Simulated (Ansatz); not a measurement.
Reaction (silylene formation by 1,1-elimination): `N[SiH2]C[TeH]` → `[SiH2]` + `NC[TeH]`

Gas-phase electronic energies from Ansatz, PBE0-D4/def2-TZVP geometries. CBS: MP2 limit from def2 TZ/QZ plus the TZ coupled-cluster correction, frozen cores. This one scheme is used for every species. Functionals use def2-TZVPP. def2 core potentials past Kr. For Te outer-core shells are correlated without core-valence functions, which leaves a few kJ/mol of doubt a bond. Each species was taken in one conformer, which may not be the lowest.

`N[SiH2]C[TeH]`:

Cartesian coordinates in Å:
```
N 0.024 -1.348 -1.535
Si -0.298 0.049 -0.593
C 0.654 0.196 1.015
Te 0.085 1.988 2.056
H -0.339 -2.252 -1.284
H 0.853 -1.425 -2.100
H -1.744 0.027 -0.245
H 0.037 1.238 -1.417
H 0.511 -0.656 1.679
H 1.723 0.310 0.818
H -1.508 1.873 1.604
```

`[SiH2]`:

```xyz
3

Si    0.599    0.383    0.022
H    -0.547    0.137    0.998
H    -0.052   -0.521   -1.020
```

`NC[TeH]`:

Z-matrix (Å, degrees):
```
C
Te 1 2.168
N 1 1.439 2 107.9
H 1 1.095 2 106.1 3 -125.7
H 1 1.088 2 107.3 3 117.9
H 2 1.660 1 93.9 3 146.0
H 3 1.012 1 111.4 2 166.7
H 3 1.012 1 111.6 2 -71.4
```

```json
{"level": "PBE-D4", "ΔE (eV)": "3.78", "difference from CCSD(T)/CBS": "-0.12"}
{"level": "BHLYP-D4", "ΔE (eV)": "3.91", "difference from CCSD(T)/CBS": "0.01"}
{"level": "ωB97X-V", "ΔE (eV)": "3.91", "difference from CCSD(T)/CBS": "0.01"}
{"level": "B2PLYP", "ΔE (eV)": "3.78", "difference from CCSD(T)/CBS": "-0.12"}
{"level": "CAM-B3LYP", "ΔE (eV)": "3.76", "difference from CCSD(T)/CBS": "-0.14"}
{"level": "MP2/def2-SVP", "ΔE (eV)": "3.73", "difference from CCSD(T)/CBS": "-0.17"}
{"level": "MP2/def2-TZVPP", "ΔE (eV)": "4.07", "difference from CCSD(T)/CBS": "0.17"}
{"level": "SCS-MP2/def2-TZVPP", "ΔE (eV)": "3.89", "difference from CCSD(T)/CBS": "-0.01"}
{"level": "HF/CBS(def2)", "ΔE (eV)": "3.64", "difference from CCSD(T)/CBS": "-0.26"}
{"level": "MP2/CBS(def2)", "ΔE (eV)": "4.18", "difference from CCSD(T)/CBS": "0.28"}
{"level": "CCSD(T)/CBS", "ΔE (eV)": "3.90", "difference from CCSD(T)/CBS": "0"}
```

Largest T1 diagnostic among the species: 0.014.

In def2-TZVPP, CCSD(T) changes the Hartree–Fock value by +0.16 eV (the triples alone add +0.05 eV) and MP2 by +0.45 eV. From BLYP to BHLYP (50 % exact exchange), in def2-TZVPP and without D4, ΔE moves by +0.36 eV. At CCSD(T), def2-SVP lies −0.47 eV from the extrapolated value and def2-TZVPP −0.11 eV.

CCSD(T)/CBS has its own doubt, a few kJ/mol and more with outer-core shells, so smaller differences from it don't rank the levels.
